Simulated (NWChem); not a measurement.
A series in which one site is exchanged, each optimised at PBE0/def2-SVP with NWChem, gas phase unless a solvent is named. All stand in one matching conformer (torsions within 35°), which need not be the lowest. Some are not confirmed as minima by frequencies. def2 effective core potentials on In; no spin-orbit coupling.

A: [NH2][Al]([F])[Cl] (AlNH$_{2}$ClF; site = Al)
B: [NH2][In]([F])[Cl] (InNH₂ClF; site = In)
C: NB(F)Cl (BNH2ClF; site = B)
D: [NH2][Ga]([F])[Cl] (GaNH₂ClF; site = Ga)

### Question
Rank them by dipole (D), PBE0/def2-SVP, lowest first.

### Answer
A (2.72), C (2.96), D (3.11), B (3.51)
